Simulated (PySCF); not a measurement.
How methods differ on the excitation energy of Pb⁺

Pb⁺ [Xe] 4f14 5d10 6s2 6p1 (2P) → Pb⁺ [Xe] 4f14 5d10 6s2 7s1 (2S), as a difference of total energies. All numbers are calculated (PySCF 2.14, the spin-free X2C one-electron Hamiltonian (Gaussian nucleus), in aug-cc-pVTZ-DK3 (9s8p6d3f, 84 functions)). Correlated levels: valence: [Xe] 4f14 5d10 frozen. The calculations carry no spin-orbit coupling.

```tsv
method	excitation energy (eV)
UHF	5.951
MP2 (valence)	5.952
SCS-MP2 (valence)	5.966
CCSD (valence)	5.971
CCSD(T) (valence)	5.967
```

Errors of the correlated levels include the incompleteness of this basis and the frozen core.

For comparison: 6.207 eV (measured; NIST levels, between the centres of gravity of the two terms).
